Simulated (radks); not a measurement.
Values are calculated unless marked as measured or tabulated.
Question: Level of theory: scalar-relativistic Kohn-Sham, PBE, spin-unpolarised, spherical densities, point nucleus (a radial shooting solver on a logarithmic mesh with Libxc functionals). Each species is in its NIST ground configuration. Rank Ag2+, Pd2+, Tc2+, Ru2+, Nb2+, Rh2+, Mo2+, Zr2+, Cd2+ by radius at which the density is 0.001 e/bohr^3 (bohr), largest first.

Answer: Zr2+ 3.65, Nb2+ 3.65, Mo2+ 3.61, Tc2+ 3.55, Ru2+ 3.49, Rh2+ 3.43, Pd2+ 3.36, Ag2+ 3.30, Cd2+ 3.24.
